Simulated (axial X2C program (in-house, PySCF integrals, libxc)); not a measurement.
Spectroscopic constants of RuB⁺

All values were computed with an in-house relativistic program for diatomic molecules. Spin-free means the one-electron spin-free X2C Hamiltonian; two-component (2c) means X2C with spin–orbit coupling and atomic mean-field two-electron Coulomb and Gaunt terms, so the difference of the two also holds small scalar two-electron terms. Basis: Ru dyall-cv3z [12s12p8d5f3g], B dyall-v3z [7s6p2d1f] (cores contracted in-house); Gaussian nuclei, density fitting, unrestricted open shells. Masses: Ru 101.904 u, B 11.009 u.

Input:
```json
{
 "zs": [
  44,
  5
 ],
 "q": 1,
 "bas": [
  "dyall-cv3z",
  "dyall-v3z"
 ],
 "levels": [
  "PBE0",
  "HF",
  "TPSSh"
 ],
 "cc": true,
 "r0": 2.1,
 "thr": -2.0,
 "nmax": 90,
 "npts": 10,
 "nst": 2,
 "ntry": 6
}
```
```bash
python so2c.py task.json out
```

Keys: zs atomic numbers; q charge; bas basis sets; levels methods; cc coupled cluster on or off; r0 starting distance in Å; thr threshold in hartree for freezing inner shells (an s shell follows its p shell); nmax most natural virtual spinors; npts points on the curve; nst determinants followed; ntry starts of the search. HF also brings MP2.

State, spin-free: M_S = 1, Λ = 0 (beyond evenly filled blocks: δ+α, δ-α); electrons by block: σα: 11, σβ: 11, π+α: 5, π+β: 5, π-α: 5, π-β: 5, δ+α: 2, δ+β: 1, δ-α: 2, δ-β: 1. Fragments: Ru+ + B.

State, 2c: Ω = 1 (⟨Sz⟩ = 1.00, ⟨Lz⟩ = 0.00 at PBE0); electrons by block: 1/2: 16, -1/2: 16, 3/2: 6, -3/2: 7, 5/2: 2, -5/2: 1. Fragments: Ru+ + B.

```json
{"Hamiltonian": "spin-free", "level": "PBE0", "Re (Å)": "1.747", "ωe (cm⁻¹)": "829.8", "Be (cm⁻¹)": "0.5561", "De (eV)": "4.52", "D0 (eV)": "4.47", "μ (D)": "-0.71"}
{"Hamiltonian": "spin-free", "level": "TPSSh", "Re (Å)": "1.763", "ωe (cm⁻¹)": "811.4", "Be (cm⁻¹)": "0.546", "De (eV)": "4.53", "D0 (eV)": "4.48", "μ (D)": "-0.77"}
{"Hamiltonian": "2c", "level": "PBE0", "Re (Å)": "1.746", "ωe (cm⁻¹)": "828.8", "Be (cm⁻¹)": "0.5563", "De (eV)": "n/a", "D0 (eV)": "n/a", "μ (D)": "-0.71"}
{"Hamiltonian": "2c", "level": "TPSSh", "Re (Å)": "1.762", "ωe (cm⁻¹)": "810.5", "Be (cm⁻¹)": "0.5462", "De (eV)": "n/a", "D0 (eV)": "n/a", "μ (D)": "-0.77"}
```

Dipoles are positive if B is the positive end and refer to the centre of mass.

One determinant describes the state; a PBE0 search over occupations chose it and may have missed a lower one. Dissociation energies refer to the lowest single-determinant-based atoms at the same level and basis. De is not given where an atomic determinant may have missed its ground term or J level, or where the truncated virtual space spoils (T). Density functionals use the spin component along the axis (collinear). Without a current term, density functionals place determinants with orbital angular momentum somewhat too high. With several unpaired electrons one determinant need not be a pure state. Open-shell Ω = 0 determinants with evenly filled partner blocks cannot be reached by this program, so the Ω shown need not be the lowest component. The determinant is spin-polarised beyond a pure state at some levels (its spin-free form has ⟨S²⟩ too high), which makes Re and μ there less reliable.

No reliable constants came from CCSD (2c), CCSD (spin-free), CCSD(T) (2c), CCSD(T) (spin-free), HF (2c), HF (spin-free), MP2 (2c), MP2 (spin-free): no minimum in range, unconverged points, a curve that is not smooth, a change of character along it, or the two Hamiltonians disagreeing along it.

Rough cost a point (2c) on 1 thread(s) of a shared host, integrals apart: PBE0 1.6 s, TPSSh 2.7 s.

The whole task took 8.2 min on 1 thread of Intel(R) Xeon(R) Platinum 8175M CPU @ 2.50GHz (Skylake/Cascade Lake), with other jobs on the host.
